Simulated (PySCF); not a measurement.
PySCF job for C₅H₅Cl, SMILES C1C=C(CC=1)Cl, TDA-PBE/def2-SVPD. Geometry optimised at ωB97X-D3(BJ)/def2-SVP. The values are those of a single conformer.

```python
import numpy as np
from pyscf import gto, scf, dft, tdscf

mol = gto.M(
    atom='''
    Cl   -0.00087424    2.00484299   -0.00000000
    C    -0.06946497    0.28645246    0.00000000
    C    -1.17281301   -0.48600292    0.00000000
    C    -0.73728418   -1.89448437   -0.00000000
    C     0.61024241   -1.95446503    0.00000000
    C     1.17290442   -0.55830589   -0.00000000
    H    -2.20471949   -0.13272269   -0.00000000
    H    -1.42008127   -2.74702032   -0.00000001
    H     1.22271892   -2.85782080    0.00000000
    H     1.79771795   -0.35196631    0.88685741
    H     1.79771796   -0.35196631   -0.88685740
    ''',
    basis='def2-SVPD',
    charge=0,
    spin=0,
    symmetry=True,
    max_memory=1600,
    verbose=4,
)
mf = dft.RKS(mol, xc='pbe').density_fit(auxbasis='def2-universal-jkfit')
mf.grids.level = 3
mf.conv_tol = 1e-9
mf.max_cycle = 100
mf.kernel()
mf.grids = dft.Grids(mol).set(level=1).build(with_non0tab=True)  # coarser grid for the response kernel
td = tdscf.TDA(mf)
td.singlet = True
td.nstates = 10
td.conv_tol = 1e-4
td.positive_eig_threshold = 1e-6
td.kernel(x0=td.get_init_guess(mf, 15))
td.analyze()
tt = tdscf.TDA(mf)
tt.singlet = False
tt.nstates = 4
tt.conv_tol = 1e-4
tt.positive_eig_threshold = 1e-6
tt.kernel(x0=tt.get_init_guess(mf, 9))
tt.analyze(verbose=3)
```

Program output:

```
PySCF version 2.14.0

[INPUT] verbose = 4
[INPUT] num. atoms = 11
[INPUT] num. electrons = 52
[INPUT] charge = 0
[INPUT] spin (= nelec alpha-beta = 2S) = 0
[INPUT] symmetry True subgroup None
[INPUT] Mole.unit = angstrom
[INPUT] Symbol           X                Y                Z      unit          X                Y                Z       unit  Magmom
[INPUT]  1 Cl    -0.000874240000   2.004842990000   0.000000000000 AA   -0.001652074167   3.788604173854   0.000000000000 Bohr   0.0
[INPUT]  2 C     -0.069464970000   0.286452460000   0.000000000000 AA   -0.131269768551   0.541316697108   0.000000000000 Bohr   0.0
[INPUT]  3 C     -1.172813010000  -0.486002920000   0.000000000000 AA   -2.216295384227  -0.918412414539   0.000000000000 Bohr   0.0
[INPUT]  4 C     -0.737284180000  -1.894484370000   0.000000000000 AA   -1.393265176175  -3.580056606569   0.000000000000 Bohr   0.0
[INPUT]  5 C      0.610242410000  -1.954465030000   0.000000000000 AA    1.153191024495  -3.693403626740   0.000000000000 Bohr   0.0
[INPUT]  6 C      1.172904420000  -0.558305890000   0.000000000000 AA    2.216468124092  -1.055045225832   0.000000000000 Bohr   0.0
[INPUT]  7 H     -2.204719490000  -0.132722690000   0.000000000000 AA   -4.166316017591  -0.250809534616   0.000000000000 Bohr   0.0
[INPUT]  8 H     -1.420081270000  -2.747020320000  -0.000000010000 AA   -2.683564674925  -5.191116063415  -0.000000018897 Bohr   0.0
[INPUT]  9 H      1.222718920000  -2.857820800000   0.000000000000 AA    2.310603886124  -5.400498625085   0.000000000000 Bohr   0.0
[INPUT] 10 H      1.797717950000  -0.351966310000   0.886857410000 AA    3.397194574715  -0.665119930974   1.675917616441 Bohr   0.0
[INPUT] 11 H      1.797717960000  -0.351966310000  -0.886857400000 AA    3.397194593612  -0.665119930974  -1.675917597544 Bohr   0.0

nuclear repulsion = 257.431493251726
point group symmetry = Cs
symmetry origin: [ 3.63408901e-10 -3.63408866e-09 -4.27008856e-18]
symmetry axis x: [1.00000000e+00 3.48924983e-10 6.60416125e-10]
symmetry axis y: [ 3.48924983e-10 -1.00000000e+00 -1.82871624e-10]
symmetry axis z: [-6.60416125e-10 -1.82871525e-10  1.00000000e+00]
num. orbitals of irrep A' = 115
num. orbitals of irrep A" = 52
number of shells = 71
number of NR pGTOs = 245
number of NR cGTOs = 167
basis = def2-SVPD
ecp = {}


[settings echo left out]
init E= -653.589018974743
HOMO (A") = -0.262813781071598  LUMO (A") = -0.122358424877861  gap/eV = 3.82198
cycle= 1 E= -652.937608301658  delta_E= 0.651  |g|= 0.447  |ddm|= 7.52
HOMO (A") = -0.134209131527084  LUMO (A") = -0.0107585433763462  gap/eV = 3.35926
cycle= 2 E= -652.81465885606  delta_E= 0.123  |g|= 0.791  |ddm|= 2.03
HOMO (A") = -0.191968555041743  LUMO (A") = -0.0632939398022567  gap/eV = 3.50141
cycle= 3 E= -652.983913539607  delta_E= -0.169  |g|= 0.189  |ddm|= 1.51
HOMO (A") = -0.200819873457954  LUMO (A") = -0.0703392692638518  gap/eV = 3.55056
cycle= 4 E= -652.994176969768  delta_E= -0.0103  |g|= 0.0561  |ddm|= 0.607
HOMO (A") = -0.198656920921082  LUMO (A") = -0.0674487306399789  gap/eV = 3.57036
cycle= 5 E= -652.994871801368  delta_E= -0.000695  |g|= 0.022  |ddm|= 0.169
HOMO (A") = -0.198905823095405  LUMO (A") = -0.0682138939306771  gap/eV = 3.55631
cycle= 6 E= -652.994993167795  delta_E= -0.000121  |g|= 0.00554  |ddm|= 0.049
HOMO (A") = -0.198748594465757  LUMO (A") = -0.0680576288210379  gap/eV = 3.55628
cycle= 7 E= -652.994998612063  delta_E= -5.44e-06  |g|= 0.00314  |ddm|= 0.0159
HOMO (A") = -0.19876004472903  LUMO (A") = -0.0680496011471448  gap/eV = 3.55681
cycle= 8 E= -652.995001326856  delta_E= -2.71e-06  |g|= 0.000744  |ddm|= 0.00727
HOMO (A") = -0.198794073687193  LUMO (A") = -0.0680751765756877  gap/eV = 3.55704
cycle= 9 E= -652.995001466684  delta_E= -1.4e-07  |g|= 0.000224  |ddm|= 0.00161
HOMO (A") = -0.198790447053801  LUMO (A") = -0.0680748350489333  gap/eV = 3.55695
cycle= 10 E= -652.99500148039  delta_E= -1.37e-08  |g|= 2.51e-05  |ddm|= 0.000549
HOMO (A") = -0.198790337452972  LUMO (A") = -0.0680752175442612  gap/eV = 3.55694
cycle= 11 E= -652.995001480486  delta_E= -9.55e-11  |g|= 1.75e-05  |ddm|= 0.000102
HOMO (A") = -0.198790132690613  LUMO (A") = -0.0680747578487302  gap/eV = 3.55695
Extra cycle  E= -652.995001480362  delta_E= 1.24e-10  |g|= 2.84e-05  |ddm|= 7.56e-05
converged SCF energy = -652.995001480362
tot grids = 44576
Overwritten attributes  positive_eig_threshold  of <class 'pyscf.tdscf.rks.TDA'>


******** <class 'pyscf.tdscf.rks.TDA'> for <class 'pyscf.df.df_jk.DFSymAdaptedRKS'> ********
nstates = 10 singlet
deg_eia_thresh = 1.000e-03
wfnsym = None
conv_tol = 0.0001
eigh lindep = 1e-12
eigh level_shift = 0
eigh max_cycle = 100


Excitation energies (eV)
[4.84053463 5.42872809 5.60374573 5.6941153  5.86222388 6.40097213
 6.47534708 6.98965118 7.09387949 7.21834555]

** Singlet excitation energies and oscillator strengths **
Excited State   1:   A'      4.84053 eV    256.14 nm  f=0.1949
      26 -> 27        0.67338
Excited State   2:   A"      5.42873 eV    228.39 nm  f=0.0012
      26 -> 28       -0.68539
      26 -> 29       -0.16275
Excited State   3:   A"      5.60375 eV    221.25 nm  f=0.0004
      25 -> 27        0.70334
Excited State   4:   A"      5.69412 eV    217.74 nm  f=0.0047
      26 -> 28       -0.16155
      26 -> 29        0.68382
Excited State   5:   A'      5.86222 eV    211.50 nm  f=0.0030
      24 -> 27        0.49606
      26 -> 30        0.49775
Excited State   6:   A"      6.40097 eV    193.70 nm  f=0.0010
      26 -> 31       -0.70685
Excited State   7:   A"      6.47535 eV    191.47 nm  f=0.0060
      26 -> 32        0.70542
Excited State   8:   A"      6.98965 eV    177.38 nm  f=0.0001
      26 -> 33        0.70518
Excited State   9:   A'      7.09388 eV    174.78 nm  f=0.0384
      23 -> 27       -0.45542
      24 -> 27        0.24379
      26 -> 30       -0.23671
      26 -> 34        0.36844
Excited State  10:   A'      7.21835 eV    171.76 nm  f=0.0237
      23 -> 27        0.41196
      26 -> 34        0.56176

** Transition electric dipole moments (AU) **
state          X           Y           Z        Dip. S.      Osc.
  1         0.1574     -1.2724     -0.0000      1.6437      0.1949
  2        -0.0000     -0.0000      0.0942      0.0089      0.0012
  3         0.0000      0.0000     -0.0550      0.0030      0.0004
  4         0.0000     -0.0000     -0.1842      0.0339      0.0047
  5         0.1424     -0.0238     -0.0000      0.0208      0.0030
  6         0.0000      0.0000      0.0808      0.0065      0.0010
  7        -0.0000     -0.0000      0.1938      0.0376      0.0060
  8        -0.0000     -0.0000      0.0204      0.0004      0.0001
  9         0.4701      0.0118     -0.0000      0.2211      0.0384
 10         0.1749     -0.3218      0.0000      0.1342      0.0237

** Transition velocity dipole moments (imaginary part, AU) **
state          X           Y           Z        Dip. S.      Osc.
  1        -0.0146      0.0019     -0.0000      0.0002      0.0008
  2        -0.0000      0.0000     -0.0137      0.0002      0.0006
  3        -0.0000      0.0000     -0.0068      0.0000      0.0001
  4        -0.0000     -0.0000     -0.0560      0.0031      0.0100
  5        -0.0016     -0.0016     -0.0000      0.0000      0.0000
  6         0.0000     -0.0000      0.0228      0.0005      0.0015
  7        -0.0000      0.0000      0.0796      0.0063      0.0178
  8        -0.0000      0.0000      0.0024      0.0000      0.0000
  9         0.0012      0.0426     -0.0000      0.0018      0.0047
 10         0.0282     -0.0306      0.0000      0.0017      0.0044

** Transition magnetic dipole moments (imaginary part, AU) **
state          X           Y           Z
  1        -0.0000      0.0000     -0.7490
  2         0.2656      0.0926      0.0000
  3        -0.2185     -0.5052     -0.0000
  4        -0.0310     -0.1184     -0.0000
  5         0.0000     -0.0000      0.0417
  6         0.1716     -0.0933     -0.0000
  7         0.6164      0.0151      0.0000
  8         0.0745     -0.0196      0.0000
  9        -0.0000     -0.0000     -0.5125
 10         0.0000     -0.0000      0.0262


******** <class 'pyscf.tdscf.rks.TDA'> for <class 'pyscf.df.df_jk.DFSymAdaptedRKS'> ********
nstates = 4 triplet
deg_eia_thresh = 1.000e-03
wfnsym = None
conv_tol = 0.0001
eigh lindep = 1e-12
eigh level_shift = 0
eigh max_cycle = 100


Excitation energies (eV)
[2.92906816 4.90033007 5.11258068 5.49620624]

** Triplet excitation energies and oscillator strengths **
Excited State   1:   A'      2.92907 eV    423.29 nm  f=0.0000
Excited State   2:   A'      4.90033 eV    253.01 nm  f=0.0000
Excited State   3:   A"      5.11258 eV    242.51 nm  f=0.0000
Excited State   4:   A"      5.49621 eV    225.58 nm  f=0.0000
```

The run converged.
